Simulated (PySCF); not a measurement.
Zr(Cl)2(OH)2 (Cl2H2O2Zr), SMILES [OH][Zr]([OH])([Cl])[Cl], multiplicity 1. Coordinates come from a PBE-D3(BJ)/def2-SVP optimisation. The multiplicity is an assumed one; no other spin state was optimised. The structure was generated by enumeration; whether it is a known compound was not checked. The def2 effective core potentials stand for the cores of Zr; spin–orbit coupling is left out. Other conformers were not sampled.

Method: PBE-D3(BJ)/def2-SVP run with PySCF.

Harmonic wavenumbers (cm⁻¹): 94, 124, 134, 140, 168, 200, 277, 307, 331, 375, 404, 733, 735, 3860, 3863. Rotational constants (GHz): 2.057, 1.406, 1.185; symmetry number 2.

**Question.** Work out the zero-point energy and the ideal-gas rigid-rotor harmonic-oscillator thermochemistry at 298.15 K and 1 atm.

**Answer.** ZPE = ½ Σ hcν = ½ × 11744 cm⁻¹ = 70.24 kJ/mol. H − E(el) = 95.98 kJ/mol. Entropy in J/(mol K): translation 174.58, rotation 115.28, vibration 98.87, total 388.73. G − E(el) = -19.92 kJ/mol. Cp = 120.89 J/(mol K). Modes under 150 cm⁻¹ make the vibrational entropy uncertain.
